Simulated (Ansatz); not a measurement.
`[F][Mg][Br]` + H₂ → `[F][MgH]` + HBr at 700 K and 1 bar (hydrogenolysis of a Mg–Br bond).

Program: Ansatz. Geometries: PBE0-D4/def2-TZVP. ΔE: electronic, gas phase. CBS: MP2 limit from def2 TZ/QZ plus the TZ coupled-cluster correction, frozen cores. This one scheme is used for every species. For Br, Mg outer-core shells are correlated without core-valence functions, which leaves a few kJ/mol of doubt a bond. Scalar relativity is left out up to krypton.

```json
{"species": "`[F][Mg][Br]`", "CCSD(T)/CBS energy (Eh)": "-2873.15166", "H − E (kJ/mol)": "45.1", "S (J/(mol·K))": "326.4"}
{"species": "H₂", "CCSD(T)/CBS energy (Eh)": "-1.17544", "H − E (kJ/mol)": "46.8", "S (J/(mol·K))": "155.3"}
{"species": "`[F][MgH]`", "CCSD(T)/CBS energy (Eh)": "-300.33731", "H − E (kJ/mol)": "49.9", "S (J/(mol·K))": "271.5"}
{"species": "HBr", "CCSD(T)/CBS energy (Eh)": "-2573.91920", "H − E (kJ/mol)": "36.5", "S (J/(mol·K))": "223.7"}
```

H − E and S are ideal-gas, rigid-rotor, harmonic terms from PBE0-D4/def2-TZVP. The MP2-based limit puts H₂ 0.8 mEh under its directly extrapolated value; such offsets cancel only in part. 1 Eh = 2625.50 kJ/mol, R = 8.31446 J/(mol·K).

Problem. By hand: ΔE, ΔH, ΔS and ΔG.

Solution. ΔE = (-300.33731) + (-2573.91920) − (-2873.15166) − (-1.17544) = 0.07059 Eh = 185.3 kJ/mol. Δ(H − E) = 49.9 + 36.5 − 45.1 − 46.8 = -5.5, so ΔH = 179.8 kJ/mol. ΔS = 271.5 + 223.7 − 326.4 − 155.3 = 13.5 J/(mol·K). ΔG = 179.8 − 700 × (13.5)/1000 = 170.4 kJ/mol.

Problem. By hand: the equilibrium constant, and the temperature at which ΔG would vanish if ΔH and ΔS stayed fixed.

Solution. log₁₀ K = −ΔG/(RT ln 10) = -12.7. ΔG = 0 at ΔH/ΔS = 13319 K, far beyond where these terms or the molecules hold.

The number of gas molecules stays the same, so ΔS is small and ΔH decides. A doubt of 5 kJ/mol in ΔE shifts log₁₀ K by 0.4 here. These are equilibria of isolated gas molecules and say nothing of rates. Largest T1 diagnostic: 0.011 (customary marks: 0.02 for closed shells, 0.045 for open ones).
